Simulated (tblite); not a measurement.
Compound: C5H4F3O2 (doublet state).
Z-matrix (Å and degrees, GFN2-xTB geometry), rows numbered from 1:
```
C 
C   1  1.4376
C   2  1.3071  1  145.93
C   3  1.4583  2  122.16  1   179.75
O   4  1.1880  3  129.96  2     0.19
O   4  1.4171  3  108.41  2  -179.78
C   6  1.3348  4  118.44  3  -179.46
F   7  1.3334  6  113.57  4    61.40
F   7  1.3332  6  113.72  4   -61.37
F   7  1.3321  6  108.29  4   179.97
H   1  1.0907  2  109.53  3  -121.64
H   1  1.0906  2  109.56  3   120.23
H   1  1.0975  2  112.45  3    -0.71
H   3  1.0934  2  124.30  1    -0.25
```

All values are computed: GFN2-xTB (tblite) harmonic vibrations without scaling, gas phase. Errors from tens to a few hundred cm⁻¹ against measured bands are possible. One conformer, not necessarily the lowest. Open shells enter through the occupations alone, without spin polarisation, and single modes of such species can be off by tens of per cent.

Harmonic wavenumbers (cm⁻¹): 43.2, 61.6, 82.5, 83.1, 133.0, 157.9, 232.3, 295.2, 322.0, 345.3, 393.6, 492.9, 547.7, 593.1, 605.3, 724.5, 768.0, 835.7, 907.2, 965.1, 986.4, 1026.2, 1079.0, 1098.0, 1114.2, 1161.4, 1222.3, 1358.8, 1401.0, 1413.0, 1759.6, 1828.9, 2861.2, 2882.2, 2992.4, 3001.2.

A = 3813, B = 608.4, C = 579.1 MHz; mass 153.016 u (most abundant isotopes); point group Cs, symmetry number 1; spin multiplicity 2.

Problem. What is the zero-point energy?

Solution. ½Σν̃ = 17888 cm⁻¹ = 213.98 kJ/mol.

Problem. Give the ideal-gas entropy at 350 K and 1 bar in the rigid-rotor, harmonic-oscillator model (classical rotation).

Solution. Translation 174.93, rotation 126.93, vibration 159.30, spin (R ln 2) 5.76: S = 466.9 J/(mol K).

Problem. And Cp and H(350 K) − H(0)?

Solution. Cp = 173.85 J/(mol K), of which vibrations give 140.60 (their classical limit is 36 R = 299.3); H(350 K) − H(0) = 39.04 kJ/mol without the zero-point energy, 27.40 from vibrations.

Problem. How do the functions run with temperature in this model?

Solution. 
```
 T (K)  S (J/(mol K))  Cp (J/(mol K))  H − H(0) (kJ/mol)  G − H(0) (kJ/mol)  ln q(vib)
   150          351.6           105.8              10.86             -41.88       3.97
   250          414.1           141.4              23.24             -80.28       6.97
298.15          440.4           157.6              30.44            -100.85       8.33
   400          491.1           188.1              48.10            -148.34      11.07
   600          576.2           231.1              90.35            -255.35      16.03
   900          677.7           268.3             165.84            -444.07      22.57
```

q(vib) and H(0) count from the zero-point level.

Problem. Which modes carry the vibrational entropy at 350 K?

Solution. 43.2 cm⁻¹: 22.70; 61.6 cm⁻¹: 19.76; 82.5 cm⁻¹: 17.34; 83.1 cm⁻¹: 17.29; 133.0 cm⁻¹: 13.44; 157.9 cm⁻¹: 12.05 J/(mol K); the other 30 give 56.73 together.

Problem. Blend soft modes into free rotors: weight 1/[1 + (100 cm⁻¹/ν̃)⁴] for the oscillator and the rest for a rotor with moment μB/(μ + B), μ = h/(8π²ν), B = 10⁻⁴⁴ kg m². What vibrational entropy results?

Solution. 142.49 J/(mol K) in place of 159.30, which changes −T·S at 350 K by +5.88 kJ/mol.

Hindered rotation and anharmonicity are outside this model. Other conformers, if any are populated, would add a mixing term that is left out.
